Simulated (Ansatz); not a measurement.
```yaml
crystal:
  periodic: [false, false, false]
  atoms:
    - {symbol: C, position_ang: [-1.439864, 3.518241, 0.338832]}
    - {symbol: C, position_ang: [-0.773980, 1.635691, 0.734746]}
    - {symbol: F, position_ang: [0.815267, 0.848321, 3.031480]}
    - {symbol: N, position_ang: [0.004271, -0.223335, -0.835410]}
    - {symbol: Si, position_ang: [1.326519, -3.137892, -0.286056]}
    - {symbol: H, position_ang: [-1.441794, 4.924941, 1.790391]}
    - {symbol: H, position_ang: [-2.368372, 4.125283, -1.414382]}
    - {symbol: H, position_ang: [-1.305556, -0.367011, -2.489927]}
    - {symbol: H, position_ang: [0.470261, -4.521174, 1.809002]}
    - {symbol: H, position_ang: [4.101363, -2.700802, 0.397594]}
    - {symbol: H, position_ang: [1.189052, -4.678087, -2.466401]}
basis:
  gaussian: {orbitals: def2-TZVPP}
hamiltonian: {xc: {name: r2SCAN0}, dispersion: d3bj}
output: {forces: true}
```

```sh
$ ansatz run in.yaml --threads 4 --pin off --events-out ev --progress --plain --max-ram 10444MiB
```

It prints (some lines left out):

```
Warning: the engine holds no damping parameters fitted to this dispersion correction and functional, so the run takes those fitted to r2scan0 beside the three-body term, which d3bj leaves out (hamiltonian.dispersion, under Limitations)
Functional definition: r2SCAN0
1316 factors; their error is unknown
mean field evaluation 1: about -14184.0924 eV, gradient 9.7e1 eV
mean field evaluation 2: about -13593.4555 eV, gradient 2.5e2 eV
mean field evaluation 4: about -14039.7856 eV, gradient 1.8e2 eV
mean field evaluation 8: about -14210.6748 eV, gradient 6.4e0 eV
mean field evaluation 16: about -14210.9444 eV, gradient 3.5e-1 eV
mean field evaluation 32: about -14210.9552 eV, gradient 3.8e-5 eV
mean field -14211.05314478 eV, -522.2465704730 hartree, gradient 3.6e-6 eV, S^2 0.000000; 15 other end points of the search recorded, 0 dependent functions left out
reference -14211.05316082 eV, -522.2465710624 hartree; 24, 24 occupied and 226, 226 virtual orbitals, 1316 factors
Total energy: -14211.12452677 eV, -522.2491937128 hartree
Atom 0 at    -1.439864     3.518241     0.338832 Å, force     1.372108    -0.733313     0.280938 eV/Å
Atom 1 at    -0.773980     1.635691     0.734746 Å, force    -1.567236     2.034216    -0.612296 eV/Å
Atom 2 at     0.815267     0.848321     3.031480 Å, force    -0.597947     0.449063    -1.067892 eV/Å
Atom 3 at     0.004271    -0.223335    -0.835410 Å, force    -1.257045     0.584864    -1.709140 eV/Å
Atom 4 at     1.326519    -3.137892    -0.286056 Å, force     0.249321    -1.131568     0.521640 eV/Å
Atom 5 at    -1.441794     4.924941     1.790391 Å, force    -0.161065    -2.558503    -2.445187 eV/Å
Atom 6 at    -2.368372     4.125283    -1.414382 Å, force     1.098935    -1.081674     2.832397 eV/Å
Atom 7 at    -1.305556    -0.367011    -2.489927 Å, force     1.833159     0.204348     2.735174 eV/Å
Atom 8 at     0.470261    -4.521174     1.809002 Å, force     0.618074     1.138579    -1.730091 eV/Å
Atom 9 at     4.101363    -2.700802     0.397594 Å, force    -1.648233    -0.161339    -0.463233 eV/Å
Atom 10 at     1.189052    -4.678087    -2.466401 Å, force     0.059929     1.255327     1.657689 eV/Å
Dipole moment:    -0.501100    -0.013408    -1.247753 e Å
```

**Question.** Something in this input is off. What?

**Answer.** The coordinates are in bohr but typed as ångström. The run converged. The result belongs to that input, not to the molecule as meant.
